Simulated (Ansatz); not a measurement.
Fe₄Co⁺, 5 atoms. Hardware: 4 threads of Intel Xeon on a shared host.

Correlated methods freeze 25 core orbitals; core or outer-core shells of Fe, Co are correlated, in sets that lack core-valence functions.

**Question.** How many basis functions does each of these Ansatz runs have, and roughly what does it cost? PBE0-D4/def2-TZVP, charge 1 multiplicity 15, energy, from earlier orbitals; PBE-D4/def2-SVP, charge 1 multiplicity 15, relaxation, 22 steps; MP2/def2-TZVP, charge 1 multiplicity 15, energy, from earlier orbitals; r2SCAN-D4/def2-TZVP, charge 1 multiplicity 15, energy, from earlier orbitals; PBE-D4/def2-SVP, charge 1 multiplicity 15, energy with a search over starts; PBE0-D4/def2-SVP, charge 1 multiplicity 15, energy, from earlier orbitals; RPA@PBE/def2-TZVP, charge 1 multiplicity 15, energy, from earlier orbitals; PBE-D4/def2-SVP, charge 1 multiplicity 15, energy, from earlier orbitals; PBE-D4/def2-TZVP, charge 1 multiplicity 15, energy and forces, from earlier orbitals; revPBE-D4/def2-TZVP, charge 1 multiplicity 15, energy, from earlier orbitals.

**Answer.** Other jobs shared the machine, so times can vary by a factor of up to 3. A dash marks memory too small to be measured apart from the calling script's.

| run | functions | fitting or Cholesky vectors | wall time | peak host memory (GiB) |
| --- | --- | --- | --- | --- |
| PBE-D4/def2-SVP, charge 1 multiplicity 15, energy, from earlier orbitals | 155 | 1906 | 13 s | – |
| revPBE-D4/def2-TZVP, charge 1 multiplicity 15, energy, from earlier orbitals | 225 | 2198 | 19 s | 0.59 |
| PBE-D4/def2-TZVP, charge 1 multiplicity 15, energy and forces, from earlier orbitals | 225 | 2198 | 24 s | 0.59 |
| RPA@PBE/def2-TZVP, charge 1 multiplicity 15, energy, from earlier orbitals | 225 | 2215 | 38 s | 1 |
| PBE-D4/def2-SVP, charge 1 multiplicity 15, energy with a search over starts | 155 | 1906 | 68 s | – |
| PBE0-D4/def2-SVP, charge 1 multiplicity 15, energy, from earlier orbitals | 155 | 1675 | 2.3 min | 1.5 |
| r2SCAN-D4/def2-TZVP, charge 1 multiplicity 15, energy, from earlier orbitals | 225 | 2198 | 2.5 min | 1.2 |
| PBE0-D4/def2-TZVP, charge 1 multiplicity 15, energy, from earlier orbitals | 225 | 2215 | 2.6 min | 1.6 |
| PBE-D4/def2-SVP, charge 1 multiplicity 15, relaxation, 22 steps | 155 | 1906 | 3.6 min | – |
| MP2/def2-TZVP, charge 1 multiplicity 15, energy, from earlier orbitals | 225 | 2215 | 3.8 min | 1.8 |
